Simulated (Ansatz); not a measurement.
Program: Ansatz. Geometries: PBE0-D4/def2-TZVP. ΔE: electronic, gas phase. CCSD(T)/CBS is the MP2 limit (def2-TZVPP, def2-QZVPP) plus CCSD(T) − MP2 in def2-TZVPP, frozen cores. Functionals use def2-TZVPP. B3LYP here is the variant with VWN-RPA as its local correlation; programs differ in this. Each species was taken in one conformer, which may not be the lowest.

Consider the formal exchange of groups at a B–C bond: `BC1BNC1` + `CC[SiH2]C` → `BCC[SiH2]C` + `B1CCN1`.

| level | ΔE (eV) |
| --- | --- |
| PBE-D4 | 0.41 |
| ωB97X-V | 0.34 |
| PBE | 0.40 |
| r2SCAN | 0.40 |
| PBE0 | 0.37 |
| B3LYP | 0.34 |
| HF/def2-TZVPP | 0.24 |
| HF/CBS(def2) | 0.24 |

Question: What does CCSD(T)/CBS give? (An estimate is asked.)

Answer: The calculation gave: +0.36 eV. The listed levels differ from it by 0.05, -0.02, 0.04, 0.04, 0.01, -0.02, -0.12, -0.12 eV.

Largest T1 diagnostic among the species: 0.014.

In def2-TZVPP, CCSD(T) changes the Hartree–Fock value by +0.13 eV (the triples alone add +0.03 eV) and MP2 by +0.16 eV.
